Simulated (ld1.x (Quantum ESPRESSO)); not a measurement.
Transferability test, PAW potential for nitrogen (N)

```json
{
  "Element": "nitrogen (N)",
  "Generator": "ld1.x (Quantum ESPRESSO) 7.5",
  "Type": "PAW",
  "Functional": "LDA (PZ)",
  "Relativity": "scalar-relativistic",
  "Frozen core": "[He]",
  "Valence charge": "5",
  "Reference configuration": "2s1.5 2p3.5",
  "Partial waves": "2s (bound): rcut 0.85, rcutus 1.05 bohr; 2s channel at 2.25 Ry: rcut 0.85, rcutus 1.05 bohr; 2p (bound): rcut 1.50, rcutus 1.80 bohr; 2p channel at 0.7 Ry: rcut 1.50, rcutus 1.80 bohr; 3d channel at 0.15 Ry: rcut 1.40, rcutus 1.70 bohr; 3d channel at 1.05 Ry: rcut 1.40, rcutus 1.70 bohr",
  "Local potential": "all-electron potential smoothed inside 1.45 bohr (lloc = -2)",
  "Core correction": "Bessel-smoothed model core, default radius (core density twice the valence density)",
  "Augmentation charge": "BESSEL, radius 0.75 bohr"
}
```

Energies are relative to the spin-unpolarised reference configuration 2s1.5 2p3.5; without spin polarisation the order of configurations can differ from experiment. Not all tests gave a result: test run stopped at test 5 of 9 (negative rho).

```json
{"valence configuration": "2s2 2p3", "charge": "0", "ΔE all-electron (eV)": "-5.596", "error AE − PS (meV)": "+0.1"}
{"valence configuration": "2s2 2p1", "charge": "+2", "ΔE all-electron (eV)": "37.105", "error AE − PS (meV)": "-2.0"}
{"valence configuration": "2s0 2p5", "charge": "0", "ΔE all-electron (eV)": "16.856", "error AE − PS (meV)": "-0.1"}
```

**Question.** What are ΔE and the potential's error for 2s2 2p2?

**Answer.** ΔE = 8.136 eV all-electron; the error (AE − PS) is 0.0 meV.

Levels in the configuration 2s2 2p2:

| level | all-electron (eV) | pseudo (eV) |
| --- | --- | --- |
| 2s | -32.250 | -32.251 |
| 2p | -20.817 | -20.816 |
